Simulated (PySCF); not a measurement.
C3H3ClF2, SMILES FC(F)/C=C/Cl.

The structure is a stationary point at B3LYP-D3(BJ)/def2-SVP. One conformer was computed; it need not be the lowest.

All values below come from SMD-PBE0/def2-SVP run with PySCF.

Solvation free energies are E(SMD) − E(gas) at the gas-phase geometry, for 1 M in both phases. In vacuum the dipole moment is 1.42 D.

Question: Rank water, ethanol, tetrahydrofuran by solvation free energy, most negative first.

Answer: ethanol (-4.6 kcal/mol), tetrahydrofuran (-4.0 kcal/mol), water (-0.8 kcal/mol)
